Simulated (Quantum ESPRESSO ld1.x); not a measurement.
Ce12+, 46 electrons, occupied as [Kr] 4d10 (the NIST ground configuration). Calculated with ld1.x of Quantum ESPRESSO 7.5: Dirac Kohn-Sham, relativistic LDA (MacDonald-Vosko exchange, VWN5 correlation), spin-unpolarised, spherical densities, point nucleus. Some entries of the table are withheld. Estimate them.

orbital,occ.,eigenvalue (Ry),<r> (bohr)
1s1/2,2,-2953.96,0.02467
2s1/2,2,(1),0.1051
2p1/2,2,-459.989,0.08816
2p3/2,4,-427.495,0.09434
3s1/2,2,(2),0.2790
3p1/2,2,-105.024,0.2685
3p3/2,4,-98.6265,0.2806
3d3/2,4,-79.2313,0.2514
3d5/2,6,-77.8499,0.2552
4s1/2,2,-34.5691,0.6315
4p1/2,2,-30.4318,(3)
4p3/2,4,-28.9982,(4)
4d3/2,4,(5),0.7116
4d5/2,6,(6),0.7197

Answer. 
(1) 2s1/2 eigenvalue (Ry): -485.728
(2) 3s1/2 eigenvalue (Ry): -116.025
(3) 4p1/2 <r> (bohr): 0.6469
(4) 4p3/2 <r> (bohr): 0.6723
(5) 4d3/2 eigenvalue (Ry): -22.1152
(6) 4d5/2 eigenvalue (Ry): -21.8526
